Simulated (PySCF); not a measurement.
C6H6, SMILES C(#C)/C=C\C=C. Geometry: PBE-D3(BJ)/def2-SVP. The values are those of a single conformer.

Method: PBE-D3(BJ)/def2-SVP run with PySCF.

Harmonic wavenumbers (cm⁻¹): 121, 145, 263, 292, 413, 464, 605, 644, 673, 694, 780, 886, 891, 947, 968, 1008, 1123, 1217, 1256, 1330, 1405, 1586, 1645, 2133, 3073, 3083, 3090, 3103, 3178, 3407. Rotational constants (GHz): 9.768, 1.919, 1.604; symmetry number 1.

### Question
Work out the zero-point energy and the ideal-gas rigid-rotor harmonic-oscillator thermochemistry at 298.15 K and 1 atm.

### Answer
ZPE = ½ Σ hcν = ½ × 40423 cm⁻¹ = 241.79 kJ/mol. H − E(el) = 261.47 kJ/mol. Entropy in J/(mol K): translation 163.10, rotation 112.01, vibration 54.68, total 329.79. G − E(el) = 163.15 kJ/mol. Cp = 107.03 J/(mol K). Modes under 150 cm⁻¹ make the vibrational entropy uncertain.
